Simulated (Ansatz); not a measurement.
Reading a saddle point

A first-order saddle point of BH4SeO2F, closed shell, PBE0-D4/def2-TZVP, with one imaginary mode of 838i cm⁻¹:

| atom | x (Å) | y (Å) | z (Å) |
| --- | --- | --- | --- |
| B1 | 0.2718 | 0.2319 | -0.1734 |
| F2 | 0.8718 | -1.2285 | 0.2572 |
| O3 | -0.0421 | 0.2141 | -1.5006 |
| O4 | 1.0588 | 1.2269 | 0.3417 |
| H5 | -0.1223 | -1.3346 | 0.8054 |
| Se6 | -1.5237 | -0.2932 | 1.0707 |
| H7 | 0.3901 | 0.9288 | -1.9750 |
| H8 | 1.3254 | 1.1181 | 1.2548 |
| H9 | -2.2300 | -0.8636 | -0.0809 |

Computed with Ansatz 0.2.0 (basis: def2-TZVPP and def2-QZVPP); correlated methods freeze the cores. Filled d shells of the heavier atoms are correlated. The def2 sets are not built for correlating such inner shells, so the correlated values are less sure here. Extrapolation: Hartree–Fock as exp(−7.88 √X), correlation as X^−2.97.

Which contacts change along the imaginary mode, and what lies on either side? (A judgement: the text doesn't fix the answer.)

By the calculation: The step is BH₂O₂F ([OH][B]([OH])[F]) + H₂Se → BH₃SeO₂ ([OH][B]([OH])[SeH]) + HF, with the molecules in contact on both sides. Shortening one way: B1–Se6, F2–H5; lengthening the same way: B1–F2, H5–Se6.
| pair | one side (Å) | saddle (Å) | other side (Å) |
| --- | --- | --- | --- |
| B1–Se6 | 3.60 | 2.25 | 2.00 |
| F2–H5 | 3.01 | 1.14 | 0.94 |
| B1–F2 | 1.33 | 1.64 | 3.29 |
| H5–Se6 | 1.47 | 1.77 | 2.31 |

Which side is lower, and how far does the saddle lie above each? (To be estimated.)

By the calculation: The side with B1–F2, H5–Se6 short is lower by 0.715 eV; the saddle lies 1.911 eV above it and 1.197 eV above the other (CCSD(T) at an estimated basis limit (MP2 extrapolated from triple and quadruple zeta, plus CCSD(T) − MP2 in triple zeta); electronic energies).

T1 diagnostic: at most 0.012.

Labels in which every atom is bracketed show which atoms are joined, not bond orders.

For scale, one of the runs: CCSD(T)/def2-TZVPP, 228 basis functions, launched by `ansatz run in.yaml --threads 8 --pin off --events-out ev --progress --plain --max-ram 19148MiB`. Time: 76 s of wall clock on 8 CPU threads of a Oxide Virtual Turin-like; the host was shared. Peak host memory: 4.4 GiB.
